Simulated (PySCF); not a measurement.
CH6ClFSi2, SMILES F[Si@H](Cl)C[SiH3].

Geometry optimised at PBE0-D3(BJ)/def2-SVP. The structure was generated by enumeration; whether it is a known compound was not checked. One conformer was computed; it need not be the lowest.

Method: TDA-PBE/def2-SVPD (PySCF 2.14.0).

Vertical excitations. Gas-phase values at a fixed geometry.

Computed excitation energies, oscillator strengths and character:
```tsv
state	energy (eV)	λ (nm)	f	main pairs
S1	7.16	173	0.003	HOMO→LUMO 96 %
S2	7.25	171	0.004	HOMO→LUMO+1 94 %
S3	7.36	168	0.043	HOMO→LUMO+2 93 %
S4	7.67	162	0.015	HOMO−1→LUMO 78 %
S5	7.69	161	0.006	HOMO−2→LUMO 47 %, HOMO−1→LUMO+1 42 %
S6	7.72	161	0.005	HOMO−2→LUMO 40 %, HOMO−1→LUMO+1 34 %, HOMO→LUMO+3 9 %
S7	7.79	159	0.007	HOMO−2→LUMO+1 46 %, HOMO−3→LUMO 22 %, HOMO−3→LUMO+1 14 %, HOMO−1→LUMO+2 12 %
S8	7.81	159	0.006	HOMO−1→LUMO+2 63 %, HOMO−3→LUMO 21 %
S9	7.83	158	0.017	HOMO−3→LUMO 31 %, HOMO−2→LUMO+2 20 %, HOMO−2→LUMO+1 20 %, HOMO−3→LUMO+1 8 %
S10	7.86	158	0.006	HOMO→LUMO+3 58 %, HOMO−3→LUMO+1 11 %, HOMO−2→LUMO+2 10 %
T1	6.92	179	0	HOMO→LUMO 59 %, HOMO→LUMO+1 39 %
T2	6.98	178	0	HOMO→LUMO+1 58 %, HOMO→LUMO 36 %
T3	7.07	175	0	HOMO→LUMO+2 92 %
T4	7.41	167	0	HOMO−1→LUMO 79 %
```
Triplets are in the Tamm–Dancoff approximation.
